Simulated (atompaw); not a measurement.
## Building the PAW (atompaw) potential for Tc (PBE, scalar-relativistic).

* Element: Tc (Z = 43)
* Generator: atompaw 4.2.0.5
* Type: PAW
* Functional: PBE
* Relativity: scalar-relativistic
* Frozen core: [Ar] 3d10
* Valence charge: 15
* Reference configuration: 4s2 4p6 4d5 5s2 5p0
* Partial waves: 4s (bound); 5s (bound); 4p (bound); 5p (bound, empty); 4d (bound); 4d channel at 4.3 Ry
* Local potential: troulliermartins scheme with l = 3 at 0.5 Ry, radius 1.45 bohr
* Core correction: smooth core density matched at 1.85 bohr
* Augmentation charge: gaussian compensation charge, radius 1.80 bohr; PAW radius 2.05 bohr; waves and projectors: bloechl

All-electron outer shells of the reference configuration (PBE, scalar-relativistic, ld1.x):

```csv
shell,level (eV),outermost node (bohr),outermost maximum (bohr)
3p,-415.98,0.16,0.36
3d,-249.88,–,0.31
4s,-73.38,0.50,0.95
4p,-45.34,0.51,1.03
4d,-6.66,0.50,1.27
5s,-5.04,1.28,2.72
5p,-1.40,1.45,3.67
```

**Question.** Estimate the cutoffs (Ry, on a coarse ladder) from which the occupation-weighted sum of valence levels, in a spherical-Bessel basis at the reference potential, stays within 10 and 1 mRy of its value at 400 Ry.

**Answer.** 120 Ry and 160 Ry.

**Question.** Does the potential have ghost states?

**Answer.** No extra level below or beside the all-electron valence levels (s, p, d, f tested). The logarithmic derivative shows an extra or strongly shifted pseudo pole above the reference energy (s near 0.53 Ry).

**Question.** Is the overlap operator S = 1 + Σ q|β⟩⟨β| positive definite (Bessel basis up to 400 Ry)?

**Answer.** Yes: its lowest eigenvalue is 0.11 (s channel).
